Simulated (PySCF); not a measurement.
Magnesium: a sound run and one with changed settings

Sound run: Mg²⁺ [Ne], Mg³⁺ [He] 2s2 2p5. Computed with PySCF 2.14 in def2-TZVP, with no relativity, point nucleus. The sound run starts from symmetry-adapted Hartree-Fock orbitals and uses a fine grid where one is needed.

Changed run: radial step 0.8 in ln r (0.13 in the sound run). This setting is unsound on purpose.

| species | method | sound run (hartree) | changed run (hartree) | converged |
| --- | --- | --- | --- | --- |
| Mg²⁺ | UHF | -198.82301 | -198.82301 | yes |
| Mg²⁺ | BP86 | -199.23905 | -199.26335 | yes |
| Mg²⁺ | r2SCAN | -199.21118 | -199.18808 | yes |
| Mg³⁺ | UHF | -195.93302 | -195.93302 | yes |
| Mg³⁺ | BP86 | -196.28488 | -196.30660 | yes |
| Mg³⁺ | r2SCAN | -196.25792 | -196.24879 | yes |

Ionisation energy of Mg²⁺:

```
method  sound run (eV)  changed run (eV)
   UHF          78.641            78.641
  BP86          80.387            80.457
r2SCAN          80.362            79.982
```

A coarse radial grid mis-integrates the density and the exchange-correlation energy, with errors of either sign; Hartree-Fock needs no grid.

For comparison, NIST gives 80.144 eV between the lowest levels.
